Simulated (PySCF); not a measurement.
Compound: C2H5GeP.
Bonds: C1–C2 (triple), C2–Ge3, Ge3–P4. Hydrogens: H5 on C1; H6, H7 on Ge3; H8, H9 on P4.

Level of theory: PySCF 2.14.0, PBE0-D3(BJ)/def2-SVP geometry optimisation, gas phase.

(1) What internal coordinates does the optimisation give?

## Answers

(1) 
| bond | length (Å) |
| --- | --- |
| C1≡C2 | 1.217 |
| C2–Ge3 | 1.903 |
| Ge3–P4 | 2.325 |
| C1–H5 | 1.076 |
| Ge3–H6, Ge3–H7 | 1.537 |
| P4–H8, P4–H9 | 1.428 |

Bonds in one row agree within 0.01 Å and their mean is given. A selection of angles:
| angle | degrees |
| --- | --- |
| C2–C1–H5 | 179.7 |
| C1–C2–Ge3 | 177.9 |
| C2–Ge3–P4 | 111.4 |
| C2–Ge3–H6 | 108.5 |
| C2–Ge3–H7 | 108.7 |
| P4–Ge3–H6 | 109.0 |
| H6–Ge3–H7 | 110.0 |
| Ge3–P4–H8 | 93.0 |
| H8–P4–H9 | 93.3 |

The 4 heavy atoms lie in one plane (0.000 Å rms). P4 (three-coordinate phosphorus) is pyramidal (angles 93.3°, 93.0° and 92.9°, sum 279.1°, 0.88 Å off the plane of its three neighbours). Ge3 (germanium bonded to C, P and 2 H) is tetrahedral (angles from 108.5° to 111.4°).

Point group: Cs (every atom within 0.08 Å of its image). No frequency check. One conformer, not necessarily the lowest (C2–Ge3–P4–H -46° and 48°).
